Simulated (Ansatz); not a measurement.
Input file for Ansatz (an electronic-structure program): R-B2PLYP/def2-TZVPP on CH7FSi2 (SMILES F[SiH2]C[SiH3]).

Ansatz 0.2 input:
```yaml
crystal:
  periodic: [false, false, false]
  atoms:
    - {symbol: F, position_ang: [-1.89435212, 1.23923834, 0.58195357]}
    - {symbol: Si, position_ang: [-1.58179922, -0.21796609, -0.02786137]}
    - {symbol: C, position_ang: [0.14406023, -0.23618980, -0.71502871]}
    - {symbol: Si, position_ang: [1.49983262, 0.33319101, 0.46023849]}
    - {symbol: H, position_ang: [-2.59743410, -0.47748866, -1.07161898]}
    - {symbol: H, position_ang: [-1.71888111, -1.19786883, 1.07141497]}
    - {symbol: H, position_ang: [0.18124846, 0.37540236, -1.62139135]}
    - {symbol: H, position_ang: [0.36261443, -1.26614614, -1.01973678]}
    - {symbol: H, position_ang: [2.83390851, 0.09280605, -0.13986364]}
    - {symbol: H, position_ang: [1.41142013, -0.42244530, 1.73257524]}
    - {symbol: H, position_ang: [1.35938217, 1.77746706, 0.74931857]}
basis:
  gaussian:
    orbitals: def2-TZVPP
hamiltonian:
  xc: {name: B2PLYP}
magnetization: {spin_polarized: false}
correlation: {electrons: outside_noble_gas}
scf: {lower_state_search: off}
```

It printed:

```
WARN ansatz: RAYON_NUM_THREADS=4 ignored (pool sized by the plan → 4); use --threads N
Functional definition: B2PLYP
these checks for a lower state are left out or cut short: stability, starts, cluster_reference, orbital_swaps, neighbouring_geometries, increment
integrals: 0.57 GiB planned
1401 factors; integrals over basis functions are off by at most 1.0e-3 eV
mean field: 1.28 GiB planned
mean field evaluation 1: about -19607.9536 eV, gradient 4.7e1 eV
mean field evaluation 2: about -19608.0617 eV, gradient 4.7e1 eV
mean field evaluation 4: about -19612.1936 eV, gradient 3.7e0 eV
mean field evaluation 8: about -19612.2218 eV, gradient 3.8e-1 eV
mean field evaluation 16: about -19612.2221 eV, gradient 2.3e-5 eV
mean field -19612.22205130 eV, -720.7358667436 hartree, gradient 7.5e-6 eV, S^2 0.000000; 0 other end points of the search recorded, 0 dependent functions left out
12 core orbitals not correlated
reference -19612.22223098 eV, -720.7358733468 hartree; 13, 13 occupied and 219, 219 virtual orbitals, 1401 factors
second order -22.29966427 eV of doubles, -0.00000000 eV of singles
Total energy: -19618.24314033 eV, -720.9571376844 hartree
Checks for a lower state left out: stability, starts, cluster_reference, orbital_swaps, neighbouring_geometries, increment
```

The calculation finished and met its thresholds.

Cost: about 9 core-seconds (a rough figure).
